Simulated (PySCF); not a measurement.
SMILES C[CH2][Cd][O]C (PBE0/def2-SVP optimised geometry):

```
13

Cd     0.041     0.479     0.000
C     -2.058     0.661     0.000
C     -2.825    -0.652    -0.109
H     -2.316     1.335    -0.833
H     -2.329     1.197     0.924
H     -2.607    -1.335     0.728
H     -2.593    -1.197    -1.038
H     -3.916    -0.481    -0.104
O      2.019     0.479     0.000
C      2.861    -0.620     0.009
H      2.764    -1.272    -0.886
H      3.916    -0.282     0.027
H      2.736    -1.281     0.894
```

Computed with PBE0/def2-TZVP, def2 effective core potentials past Kr (PySCF).

Task: What are the frontier orbital energies and the dipole moment?

Result: HOMO-2 -7.79 eV, HOMO-1 -6.89 eV, HOMO -6.69 eV, LUMO -0.58 eV, LUMO+1 -0.13 eV; dipole moment 2.32 D.
